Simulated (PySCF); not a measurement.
Correlation energy of As (arsenic, neutral)

[Ar] 3d10 4s1 4p3 5s1, high-spin 6S determinant (an excited configuration). All numbers are calculated (PySCF 2.14, the spin-free X2C one-electron Hamiltonian (Gaussian nucleus), in aug-cc-pVDZ-DK (6s5p3d, 36 functions)). Frozen: [Ar] 3d10; 5 electrons correlated.

```csv
level,correlation energy (mhartree)
CCSD,-29.44
(T),-0.24
CCSD(T),-29.68
CCSDT,-29.75
```

Diagnostics: T1 = 0.0059, D1 = 0.0159, largest double amplitude 0.034.

The outer electron is Rydberg-like, and this basis confines it to a smaller radius and binds it less than a complete one would.

Cost of the coupled-cluster step: roughly 0.24 core-seconds, for 5 correlated electrons.

Iterations:

```
CC2 = 0
CCSD nocc = (np.int64(5), np.int64(0)), nmo = (22, 22)
frozen orbitals [[0, 1, 2, 3, 4, 5, 6, 7, 8, 9, 10, 11, 12, 13], [0, 1, 2, 3, 4, 5, 6, 7, 8, 9, 10, 11, 12, 13]]
max_cycle = 100
direct = 0
conv_tol = 1e-08
conv_tol_normt = 1e-06
diis_space = 8
diis_start_cycle = 0
Init t2, MP2 energy = -0.0221650277587698
Init E_corr(UCCSD) = -0.0221650277588258
cycle = 1  E_corr(UCCSD) = -0.0275524292878241  dE = -0.00538740153  norm(t1,t2) = 0.032105
cycle = 2  E_corr(UCCSD) = -0.0289081184823295  dE = -0.00135568919  norm(t1,t2) = 0.0100704
cycle = 3  E_corr(UCCSD) = -0.0294590695723343  dE = -0.00055095109  norm(t1,t2) = 0.00354063
cycle = 4  E_corr(UCCSD) = -0.0294345258564775  dE = 2.45437159e-05  norm(t1,t2) = 0.000383418
cycle = 5  E_corr(UCCSD) = -0.0294357048740347  dE = -1.17901756e-06  norm(t1,t2) = 2.66076e-05
cycle = 6  E_corr(UCCSD) = -0.0294355842072525  dE = 1.20666782e-07  norm(t1,t2) = 2.70711e-06
cycle = 7  E_corr(UCCSD) = -0.0294356345707202  dE = -5.03634678e-08  norm(t1,t2) = 2.76359e-07
cycle = 8  E_corr(UCCSD) = -0.0294356301858805  dE = 4.38483971e-09  norm(t1,t2) = 5.90155e-08
UCCSD converged
E(UCCSD) = -2258.532780516287  E_corr = -0.02943563018588053
UCCSD(T) correction = -0.000240101709205476
```
